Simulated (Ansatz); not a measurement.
Species: sum formula GaClF$_{2}$, charge 0, multiplicity 1. SMILES: [Cl][Ga]([F])[F]
Geometry: optimised at B3LYP-D3(BJ)/def2-TZVP (Ansatz, a first-principles code).

Wanted: atomisation energy (electronic, to ground-state atoms), in eV. Cores are frozen in the correlated levels unless marked. Open shells are spin-unrestricted. No spin-orbit coupling. Frozen are the shells of the preceding noble gas and the d and f shells that filled before the atom's block. No relativistic terms. The coupled-cluster limit lacks core correlation, which all-electron functionals hold. CBS(X,Y): correlation extrapolated as X^-3; Hartree-Fock from the larger set.

```csv
level,program,atomisation energy (eV)
PBE-D4/def2-TZVPD,Ansatz + dftd4,13.81
```

Estimate the value at CCSD(T)/CBS(def2-TZVPPD,def2-QZVPPD) as computed with Ansatz.

13.99 eV
